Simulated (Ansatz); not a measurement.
(ClBe-mu-H)2 (Be2H2Cl2), relaxed as a singlet with RKS PBE-D4/def2-TZVP in Ansatz, starting from the GFN2-xTB geometry. Force threshold 0.02 eV/Å.

Start:

```csv
atom,x (Å),y (Å),z (Å)
Be1,-0.968,0.024,0.287
Be2,0.967,-0.023,-0.287
Cl3,-2.683,0.077,0.781
Cl4,2.684,-0.079,-0.782
H5,0.217,-0.669,0.821
H6,-0.217,0.670,-0.820
```

```json
{"step": "1", "energy (eV)": "-25873.2706", "largest force component (eV/Å)": "0.933", "SCF passes": "14"}
{"step": "2", "energy (eV)": "-25873.2986", "largest force component (eV/Å)": "0.380", "SCF passes": "19"}
{"step": "3", "energy (eV)": "-25873.3075", "largest force component (eV/Å)": "0.060", "SCF passes": "19"}
{"step": "4", "energy (eV)": "-25873.3077", "largest force component (eV/Å)": "0.005", "SCF passes": "13"}
```

Force components are those of the run's own axes.

End:

| atom | x (Å) | y (Å) | z (Å) |
| --- | --- | --- | --- |
| Be1 | -0.9511 | 0.0274 | 0.2772 |
| Be2 | 0.9511 | -0.0271 | -0.2771 |
| Cl3 | -2.7018 | 0.0779 | 0.7875 |
| Cl4 | 2.7019 | -0.0774 | -0.7869 |
| H5 | 0.2242 | -0.6841 | 0.8365 |
| H6 | -0.2244 | 0.6833 | -0.8372 |

By distances, no bond broke or formed. The bond that changes most is Be1–Cl3, from 1.79 to 1.82 Å (atoms count from 1).

No frequencies were taken in this run, so the end may be a saddle point.

It took 5.5 s on 2 threads of AMD EPYC 7R43 on a shared host.
